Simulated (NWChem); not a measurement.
Program: NWChem. System: H₂FNSi, charge 0, spin multiplicity 1, at a geometry optimised with PBE0/def2-SVP. The structure started from a generated list of species. Level: G0W0@PBE/def2-TZVPD, RI basis def2-tzvpd-rifit.

Job file:

```
start mol
memory heap 200 mb stack 700 mb global 1700 mb
geometry units angstroms nocenter noautoz
  Si    -0.147054    -0.628142     0.000000
  F     -1.191968     0.644408     0.000000
  N      1.313085     0.268779     0.000000
  H      1.367610     1.284764     0.000000
  H      2.227256    -0.171903     0.000000
  symmetry group Cs
end
basis spherical
  * library def2-tzvpd
end
basis "ri basis" bse spherical
  * library def2-tzvpd-rifit
end
dft
  xc xpbe96 cpbe96
  iterations 100
  direct
  tolerances tight
end
task dft energy
gw
  states alpha occ 4 vir 2
end
task dft gw
```

Part of the output:

```
             Northwest Computational Chemistry Package (NWChem) 7.3.0
             --------------------------------------------------------

                                NWChem Input Module
                                -------------------

 Scaling coordinates for geometry "geometry" by  1.889725989
 (inverse scale =  0.529177249)

 Turning off AUTOSYM since
 SYMMETRY directive was detected!

                             Geometry "geometry" -> ""
                             -------------------------

 Output coordinates in angstroms (scale by  1.889725989 to convert to a.u.)

  No.       Tag          Charge          X              Y              Z
 ---- ---------------- ---------- -------------- -------------- --------------
    1 Si                  14.0000    -0.14705400    -0.62814200     0.00000000
    2 F                    9.0000    -1.19196800     0.64440800     0.00000000
    3 N                    7.0000     1.31308500     0.26877900     0.00000000
    4 H                    1.0000     1.36761000     1.28476400     0.00000000
    5 H                    1.0000     2.22725600    -0.17190300     0.00000000

 Effective nuclear repulsion energy (a.u.)     100.7822267217

            Nuclear Dipole moment (a.u.)
            ----------------------------
        X                 Y               Z
 ---------------- ---------------- ----------------
    -0.0000132281    -0.0000037795     0.0000000000

      Symmetry information
      --------------------

 Group name             Cs
 Group number              2
 Group order               2
 No. of unique centers     5

      Symmetry unique atoms

     1    2    3    4    5


 Summary of "ao basis" -> "" (spherical)
 ------------------------------------------------------------------------------
       Tag                 Description            Shells   Functions and Types
 ---------------- ------------------------------  ------  ---------------------
 *                         def2-tzvpd                 on all atoms

 new library libraries.bse/

 Summary of "ri basis" -> "" (spherical)
 ------------------------------------------------------------------------------
       Tag                 Description            Shells   Functions and Types
 ---------------- ------------------------------  ------  ---------------------
 *                      def2-tzvpd-rifit              on all atoms

  pbe96 is a nonlocal functional; adding pw91lda local functional.

                                 NWChem DFT Module
                                 -----------------

 Summary of "ao basis" -> "ao basis" (spherical)
 ------------------------------------------------------------------------------
       Tag                 Description            Shells   Functions and Types
 ---------------- ------------------------------  ------  ---------------------
 Si                        def2-tzvpd               15       43   6s5p3d1f
 F                         def2-tzvpd               14       40   6s4p3d1f
 N                         def2-tzvpd               13       37   6s3p3d1f
 H                         def2-tzvpd                5        9   3s2p

 Summary of "ao basis" -> "ao basis" (spherical)
 ------------------------------------------------------------------------------
       Tag                 Description            Shells   Functions and Types
 ---------------- ------------------------------  ------  ---------------------
 Si                        def2-tzvpd               15       43   6s5p3d1f
 F                         def2-tzvpd               14       40   6s4p3d1f
 N                         def2-tzvpd               13       37   6s3p3d1f
 H                         def2-tzvpd                5        9   3s2p

      Symmetry analysis of basis
      --------------------------

        a'         95
        a"         43

            General Information
            -------------------
          SCF calculation type: DFT
          Wavefunction type:  closed shell.
          No. of atoms     :     5
          No. of electrons :    32
           Alpha electrons :    16
            Beta electrons :    16
          Charge           :     0
          Spin multiplicity:     1
          Use of symmetry is: on ; symmetry adaption is: on
          Maximum number of iterations: 100
          This is a Direct SCF calculation.
          AO basis - number of functions:   138
                     number of shells:    52
          Convergence on energy requested:  1.00D-06
          Convergence on density requested:  1.00D-05
          Convergence on gradient requested:  5.00D-04

              XC Information
              --------------
          PerdewBurkeErnzerhof Exchange Functional  1.000
            Perdew 1991 LDA Correlation Functional  1.000 local
           PerdewBurkeErnz. Correlation Functional  1.000 non-local

             Grid Information
             ----------------
          Grid used for XC integration:  medium
          Radial quadrature: Mura-Knowles
          Angular quadrature: Lebedev.
          Tag              B.-S. Rad. Rad. Pts. Rad. Cut. Ang. Pts.
          ---              ---------- --------- --------- ---------
          Si                  1.10       88          10.0       590
          F                   0.50       49          11.0       434
          N                   0.65       49          11.0       434
          H                   0.35       45          12.0       434
          Grid pruning is: on
          Number of quadrature shells:   276
          Spatial weights used:  Erf1

          Convergence Information
          -----------------------
[...]
 2-e energy   =     269.507277
 HOMO         =      -0.284624
 LUMO         =      -0.018175

      Symmetry analysis of molecular orbitals - initial
      -------------------------------------------------

  Numbering of irreducible representations:

     1 a'          2 a"

  Orbital symmetries:

     1 a'          2 a'          3 a'          4 a'          5 a'
     6 a'          7 a"          8 a'          9 a'         10 a'
    11 a'         12 a"         13 a'         14 a'         15 a"
    16 a'         17 a"         18 a'         19 a'         20 a'
    21 a'         22 a'         23 a'         24 a"         25 a"
    26 a'

   convergence    iter        energy       DeltaE   RMS-Dens  Diis-err    time
 ---------------- ----- ----------------- --------- --------- ---------  ------
 d= 0,ls=0.0,diis     1   -445.0456115533 -5.46D+02  8.69D-03  1.12D+00     2.3
 d= 0,ls=0.0,diis     2   -444.7599692717  2.86D-01  5.48D-03  4.11D+00     4.4
 d= 0,ls=0.0,diis     3   -445.1235560329 -3.64D-01  1.10D-03  1.11D-01     6.2
 d= 0,ls=0.0,diis     4   -445.1258784409 -2.32D-03  7.62D-04  5.36D-02     7.9
 d= 0,ls=0.0,diis     5   -445.1312214574 -5.34D-03  1.83D-04  3.27D-03     9.7
 d= 0,ls=0.0,diis     6   -445.1315878333 -3.66D-04  2.36D-05  3.82D-05    11.5
 d= 0,ls=0.0,diis     7   -445.1315916321 -3.80D-06  1.09D-05  4.21D-06    13.3
 d= 0,ls=0.0,diis     8   -445.1315921688 -5.37D-07  1.67D-06  1.83D-07    15.1

         Total DFT energy =     -445.131592168783
      One electron energy =     -817.034943384338
           Coulomb energy =      309.851726894764
    Exchange-Corr. energy =      -38.730602400937
 Nuclear repulsion energy =      100.782226721729

 Numeric. integr. density =       31.999999146093

     Total iterative time =     14.6s

                  Occupations of the irreducible representations
                  ----------------------------------------------

                     irrep           alpha         beta
                     --------     --------     --------
                     a'               13.0         13.0
                     a"                3.0          3.0

                       DFT Final Molecular Orbital Analysis
                       ------------------------------------

 Vector   14  Occ=2.000000D+00  E=-3.535803D-01  Symmetry=a'
              MO Center= -9.4D-01,  4.8D-01,  1.4D-14, r^2= 1.3D+00
   Bfn.  Coefficient  Atom+Function         Bfn.  Coefficient  Atom+Function
  ----- ------------  ---------------      ----- ------------  ---------------
    50      0.431928  2 F  px                53      0.347259  2 F  px
    56      0.216769  2 F  px                51      0.178533  2 F  py
    54      0.144187  2 F  py                 4     -0.112494  1 Si s
    57      0.109920  2 F  py                90      0.107516  3 N  px
   131      0.087268  5 H  s                 17      0.080366  1 Si py

 Vector   15  Occ=2.000000D+00  E=-2.647090D-01  Symmetry=a"
              MO Center=  1.1D+00,  1.9D-01,  2.3D-15, r^2= 1.4D+00
   Bfn.  Coefficient  Atom+Function         Bfn.  Coefficient  Atom+Function
  ----- ------------  ---------------      ----- ------------  ---------------
    92      0.390342  3 N  pz                95      0.351371  3 N  pz
    98      0.241891  3 N  pz                18      0.154952  1 Si pz
    52     -0.119493  2 F  pz                55     -0.095747  2 F  pz
    21      0.081780  1 Si pz                58     -0.071453  2 F  pz
     9     -0.058904  1 Si pz                15      0.056684  1 Si pz

 Vector   16  Occ=2.000000D+00  E=-2.273328D-01  Symmetry=a'
              MO Center= -1.8D-01, -8.9D-01, -1.9D-15, r^2= 2.3D+00
   Bfn.  Coefficient  Atom+Function         Bfn.  Coefficient  Atom+Function
  ----- ------------  ---------------      ----- ------------  ---------------
     4      0.423902  1 Si s                  5      0.343966  1 Si s
    17     -0.307870  1 Si py                 3     -0.255825  1 Si s
    51      0.179509  2 F  py                20     -0.156198  1 Si py
    54      0.146565  2 F  py                87     -0.146476  3 N  s
    90      0.118585  3 N  px                 8      0.111230  1 Si py

 Vector   17  Occ=0.000000D+00  E=-7.789093D-02  Symmetry=a"
              MO Center= -7.6D-02, -7.1D-01,  9.3D-14, r^2= 3.0D+00
   Bfn.  Coefficient  Atom+Function         Bfn.  Coefficient  Atom+Function
  ----- ------------  ---------------      ----- ------------  ---------------
    21      0.508454  1 Si pz                18      0.483409  1 Si pz
    92     -0.181800  3 N  pz                95     -0.167198  3 N  pz
    98     -0.165743  3 N  pz                15      0.158842  1 Si pz
     9     -0.157489  1 Si pz                52     -0.136062  2 F  pz
    58     -0.114259  2 F  pz                55     -0.106682  2 F  pz

 Vector   18  Occ=0.000000D+00  E=-2.476009D-02  Symmetry=a'
              MO Center=  8.3D-01, -5.3D-01,  1.1D-15, r^2= 6.4D+00
   Bfn.  Coefficient  Atom+Function         Bfn.  Coefficient  Atom+Function
  ----- ------------  ---------------      ----- ------------  ---------------
    89      2.731063  3 N  s                132     -1.382802  5 H  s
     5     -1.014818  1 Si s                123     -0.816812  4 H  s
    88      0.796074  3 N  s                136      0.442793  5 H  px
    87     -0.395517  3 N  s                 20     -0.389752  1 Si py
    32     -0.323143  1 Si d -2             128      0.323061  4 H  py

 Vector   19  Occ=0.000000D+00  E=-1.094194D-02  Symmetry=a'
              MO Center=  4.8D-01,  2.2D-01, -9.2D-14, r^2= 7.6D+00
   Bfn.  Coefficient  Atom+Function         Bfn.  Coefficient  Atom+Function
  ----- ------------  ---------------      ----- ------------  ---------------
    89      2.068661  3 N  s                123     -1.232760  4 H  s
   132     -0.870523  5 H  s                 49     -0.843864  2 F  s
    88      0.778374  3 N  s                  6      0.646692  1 Si s
    19     -0.619025  1 Si px                20      0.606616  1 Si py
   136      0.422540  5 H  px               128      0.405632  4 H  py

 center of mass
 --------------
 x =  -0.14247442 y =  -0.01336323 z =   0.00000000

 moments of inertia (a.u.)
 ------------------
          77.241155021544          20.409452935704           0.000000000000
          20.409452935704         208.079054401495           0.000000000000
           0.000000000000           0.000000000000         285.320209423038

     Multipole analysis of the density
     ---------------------------------

     L   x y z        total         alpha         beta         nuclear
     -   - - -        -----         -----         ----         -------
     0   0 0 0      0.000000    -16.000000    -16.000000     32.000000

     1   1 0 0      0.941974      0.470994      0.470994     -0.000013
     1   0 1 0      0.105574      0.052789      0.052789     -0.000004
     1   0 0 1     -0.000000     -0.000000     -0.000000      0.000000

     2   2 0 0    -16.463858    -65.351477    -65.351477    114.239096
     2   1 1 0      0.910021      3.624581      3.624581     -6.339141
     2   1 0 1      0.000000      0.000000      0.000000      0.000000
     2   0 2 0    -18.654585    -29.766444    -29.766444     40.878303
     2   0 1 1     -0.000000     -0.000000     -0.000000      0.000000
     2   0 0 2    -18.317237     -9.158618     -9.158618      0.000000

 Task  times  cpu:       15.1s     wall:       15.1s

                                NWChem Input Module
                                -------------------

                                 NWChem GW Module
                                 ----------------

                             ***********************
                             ***        GW       ***
                             ***********************

 Summary of "ri basis" -> "ri basis" (spherical)
 ------------------------------------------------------------------------------
       Tag                 Description            Shells   Functions and Types
 ---------------- ------------------------------  ------  ---------------------
 Si                     def2-tzvpd-rifit            33      129   10s8p7d6f2g
 F                      def2-tzvpd-rifit            26       92   9s7p5d4f1g
 N                      def2-tzvpd-rifit            26       92   9s7p5d4f1g
 H                      def2-tzvpd-rifit            10       24   5s3p2d

                 Memory Information
                 ------------------
          Available GA per process is          1699.9 MBs
          Available stack per process is        700.0 MBs
          Available heap per process is           0.0 MBs

          Peak memory in Initialization
              Peak GA per process is                  8.0 MBs
              Peak stack per process is               0.2 MBs
              Peak heap per process is                8.4 MBs
              Memory not in MA per process            0.0 MBs

          Peak memory in AFF Calculation
              Peak GA per process is                 41.2 MBs
              Peak stack per process is              29.1 MBs
              Peak heap per process is                0.0 MBs
              Memory not in MA per process           29.1 MBs

          Computing 2-center integrals
          Computing Inverse Cholesky factor
          Computing 3-center integrals
          Computing V_xc ...

          Computing Sigma_x
          Computing RPA polarizability
          Solving quasiparticle equations

                  Alpha Orbitals
          State     Energy (eV)     Error (eV)
          -----------------------------------
@GW        13        -13.388           0.003
@GW        14        -13.292           0.002
@GW        15        -10.085           0.002
@GW        16         -9.212           0.002
@GW        17          0.561           0.002
@GW        18          1.583           0.005

   Applying  -3.0256 eV scissor-shift to rest of particle states

   Applying   2.6809 eV scissor-shift to rest of hole states

     GW Timing Statistics
   ------------------------
   Init.   :          0.1s
     ERIs  :          0.9s
     Distr.:          0.0s
     Vxc   :          0.2s
   Sigma_x :          0.0s
   RPA     :          1.2s
   Wmn     :          0.0s
   Sigma_c :          0.0s
   GW total:          2.5s

 Task  times  cpu:        2.5s     wall:        2.5s

 Total times  cpu:       17.6s     wall:       17.6s
```
